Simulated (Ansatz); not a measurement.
Ansatz (an electronic-structure program) input for Se(Cl)4 cation (Cl₄Se), SMILES Cl[Se](Cl)(Cl)Cl (connectivity only; charge and spin as stated), charge +1, multiplicity 2, PBE0-D3(BJ)/def2-SVP. 

Ansatz 0.2 input:
```yaml
crystal:
  periodic: [false, false, false]
  atoms:
    - {symbol: Se, position_ang: [-0.00000000, -0.00000000, 0.25292670]}
    - {symbol: Cl, position_ang: [1.65523447, 0.00000000, -1.04992446]}
    - {symbol: Cl, position_ang: [-0.00000000, 2.24141387, 0.79699777]}
    - {symbol: Cl, position_ang: [-1.65523446, 0.00000000, -1.04992447]}
    - {symbol: Cl, position_ang: [-0.00000000, -2.24141387, 0.79699777]}
basis:
  gaussian:
    orbitals: def2-SVP
hamiltonian:
  xc: pbe0
  dispersion: d3bj
total_charge: 1
magnetization: {spin_polarized: true, initial_magnetization: 1}
relax: {f_tol: 0.002, max_steps: 200}
```

It prints:

```
WARN ansatz: RAYON_NUM_THREADS=2 ignored (pool sized by the plan → 2); use --threads N
Functional definition: PBE0
integrals: 0.05 GiB planned
1015 factors; integrals over basis functions are off by at most 2.1e-4 eV
mean field: 1.14 GiB planned
mean field evaluation 1: about -115378.6994 eV, gradient 2.4e1 eV
mean field evaluation 2: about -115371.6216 eV, gradient 4.6e1 eV
mean field evaluation 4: about -115381.7544 eV, gradient 9.4e-1 eV
mean field evaluation 8: about -115381.7868 eV, gradient 5.1e-2 eV
mean field evaluation 16: about -115381.7869 eV, gradient 4.4e-4 eV
mean field -115381.78686945 eV, -4240.2024588680 hartree, gradient 3.4e-5 eV, S^2 0.770828; 4 other end points of the search recorded, 0 dependent functions left out
the calculation of the forces begins
reference -115381.78688957 eV, -4240.2024596077 hartree; 51, 50 occupied and 53, 54 virtual orbitals, 1015 factors
relax step   1: F+E_penalty+E_count = -115382.01576385 eV  Δ(F+E_penalty+E_count) = +0.000e0 eV  max|allowed force component| = 4.972e-1 eV/Å  Δτ_max = 0.0000 Å  (60 SCF iters, accepted)
these checks for a lower state are left out or cut short: starts, cluster_reference, orbital_swaps, neighbouring_geometries, increment
integrals: 0.05 GiB planned
1015 factors; integrals over basis functions are off by at most 2.2e-4 eV
mean field: 1.14 GiB planned
mean field evaluation 32: about -115381.8258 eV, gradient 1.2e-1 eV
mean field -115381.82607637 eV, -4240.2038996961 hartree, gradient 2.0e-5 eV, S^2 0.767222; 0 other end points of the search recorded, 0 dependent functions left out
the calculation of the forces begins
reference -115381.82609662 eV, -4240.2039004401 hartree; 51, 50 occupied and 53, 54 virtual orbitals, 1015 factors
relax step   2: F+E_penalty+E_count = -115382.05557522 eV  Δ(F+E_penalty+E_count) = -3.981e-2 eV  max|allowed force component| = 2.180e-1 eV/Å  Δτ_max = 0.0709 Å  (40 SCF iters, accepted)
these checks for a lower state are left out or cut short: starts, cluster_reference, orbital_swaps, neighbouring_geometries, increment
integrals: 0.05 GiB planned
1015 factors; integrals over basis functions are off by at most 2.4e-4 eV
mean field: 1.14 GiB planned
mean field -115381.83396670 eV, -4240.2041896603 hartree, gradient 1.1e-5 eV, S^2 0.764925; 0 other end points of the search recorded, 0 dependent functions left out
the calculation of the forces begins
reference -115381.83398682 eV, -4240.2041903994 hartree; 51, 50 occupied and 53, 54 virtual orbitals, 1015 factors
relax step   3: F+E_penalty+E_count = -115382.06425897 eV  Δ(F+E_penalty+E_count) = -8.684e-3 eV  max|allowed force component| = 1.350e-1 eV/Å  Δτ_max = 0.0704 Å  (40 SCF iters, accepted)
these checks for a lower state are left out or cut short: starts, cluster_reference, orbital_swaps, neighbouring_geometries, increment
integrals: 0.05 GiB planned
1015 factors; integrals over basis functions are off by at most 2.4e-4 eV
mean field: 1.14 GiB planned
mean field -115381.83661268 eV, -4240.2042868980 hartree, gradient 2.1e-5 eV, S^2 0.765257; 0 other end points of the search recorded, 0 dependent functions left out
the calculation of the forces begins
reference -115381.83663281 eV, -4240.2042876379 hartree; 51, 50 occupied and 53, 54 virtual orbitals, 1015 factors
relax step   4: F+E_penalty+E_count = -115382.06614918 eV  Δ(F+E_penalty+E_count) = -1.890e-3 eV  max|allowed force component| = 6.059e-2 eV/Å  Δτ_max = 0.0239 Å  (40 SCF iters, accepted)
these checks for a lower state are left out or cut short: starts, cluster_reference, orbital_swaps, neighbouring_geometries, increment
integrals: 0.05 GiB planned
1015 factors; integrals over basis functions are off by at most 2.4e-4 eV
mean field: 1.14 GiB planned
mean field -115381.83663969 eV, -4240.2042878907 hartree, gradient 2.6e-5 eV, S^2 0.765287; 0 other end points of the search recorded, 0 dependent functions left out
the calculation of the forces begins
reference -115381.83665979 eV, -4240.2042886295 hartree; 51, 50 occupied and 53, 54 virtual orbitals, 1015 factors
relax step   5: F+E_penalty+E_count = -115382.06641568 eV  Δ(F+E_penalty+E_count) = -2.665e-4 eV  max|allowed force component| = 6.333e-2 eV/Å  Δτ_max = 0.0093 Å  (34 SCF iters, accepted)
these checks for a lower state are left out or cut short: starts, cluster_reference, orbital_swaps, neighbouring_geometries, increment
integrals: 0.05 GiB planned
1015 factors; integrals over basis functions are off by at most 2.4e-4 eV
mean field: 1.14 GiB planned
mean field evaluation 64: about -115381.8369 eV, gradient 2.9e-4 eV
mean field -115381.83692937 eV, -4240.2042985362 hartree, gradient 1.3e-5 eV, S^2 0.765351; 0 other end points of the search recorded, 0 dependent functions left out
the calculation of the forces begins
reference -115381.83694947 eV, -4240.2042992749 hartree; 51, 50 occupied and 53, 54 virtual orbitals, 1015 factors
relax step   6: F+E_penalty+E_count = -115382.06654076 eV  Δ(F+E_penalty+E_count) = -1.251e-4 eV  max|allowed force component| = 8.313e-3 eV/Å  Δτ_max = 0.0030 Å  (33 SCF iters, accepted)
these checks for a lower state are left out or cut short: starts, cluster_reference, orbital_swaps, neighbouring_geometries, increment
integrals: 0.05 GiB planned
1015 factors; integrals over basis functions are off by at most 2.4e-4 eV
mean field: 1.14 GiB planned
mean field -115381.83688718 eV, -4240.2042969860 hartree, gradient 3.8e-5 eV, S^2 0.765289; 0 other end points of the search recorded, 0 dependent functions left out
the calculation of the forces begins
reference -115381.83690729 eV, -4240.2042977248 hartree; 51, 50 occupied and 53, 54 virtual orbitals, 1015 factors
relax step   7: F+E_penalty+E_count = -115382.06655167 eV  Δ(F+E_penalty+E_count) = -1.091e-5 eV  max|allowed force component| = 3.291e-4 eV/Å  Δτ_max = 0.0010 Å  (29 SCF iters, accepted)
integrals: 0.05 GiB planned
1015 factors; integrals over basis functions are off by at most 2.4e-4 eV
mean field: 1.14 GiB planned
mean field -115381.83688718 eV, -4240.2042969860 hartree, gradient 3.8e-5 eV, S^2 0.765289; 1 other end points of the search recorded, 0 dependent functions left out
the calculation of the forces begins
reference -115381.83690729 eV, -4240.2042977248 hartree; 51, 50 occupied and 53, 54 virtual orbitals, 1015 factors
Total energy: -115382.06657177 eV, -4240.2127377388 hartree
Atom 0 at     0.000000     0.000000     0.195542 Å, force     0.000000     0.000000    -0.000221 eV/Å
Atom 1 at     1.657649     0.000000    -1.124864 Å, force    -0.000006    -0.000000     0.000033 eV/Å
Atom 2 at     0.000000     2.134164     0.900629 Å, force    -0.000000     0.000329     0.000078 eV/Å
Atom 3 at    -1.657649    -0.000000    -1.124864 Å, force     0.000006    -0.000000     0.000033 eV/Å
Atom 4 at    -0.000000    -2.134164     0.900629 Å, force    -0.000000    -0.000329     0.000078 eV/Å
Dipole moment:     0.000000     0.000000    -0.061900 e Å
```

The calculation finished and met its thresholds.
